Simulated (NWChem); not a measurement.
C3H4F2Si; SMILES C#C[C@H](F)[SiH2]F

```xyz
10

C      1.2961     2.2771     0.0918
C      0.3824     1.5104    -0.1190
C     -0.6700     0.5445    -0.3813
F     -1.6530     0.5717     0.5949
Si     0.0210    -1.2285    -0.5049
F      0.8629    -1.5780     0.8354
H      2.1016     2.9629     0.2816
H     -1.1470     0.7865    -1.3520
H     -1.1205    -2.1757    -0.6050
H      0.9316    -1.3099    -1.6783
```
Atoms are numbered in this order, from 1.

Computed with NWChem. Coordinates come from a PBE0/def2-SVP optimisation. Total energies compare along this basis series because the functional is fixed.

```
level              basis functions  energy (Ha)  highest occupied level (eV)  orbital gap (eV)  dipole (D)
-----------------  ---------------  -----------  ---------------------------  ----------------  ----------
B3LYP/cc-pVDZ                  108    -605.8905                          [?]               [?]        2.22
B3LYP/aug-cc-pVDZ              178    -605.9253                        -7.71              6.91        2.37
B3LYP/cc-pVTZ                  240    -606.0300                        -7.64              7.11        2.22
```

Problem. Fill in the missing entries.

Solution. 
- B3LYP/cc-pVDZ, highest occupied level (eV): -7.46
- B3LYP/cc-pVDZ, orbital gap (eV): 7.25
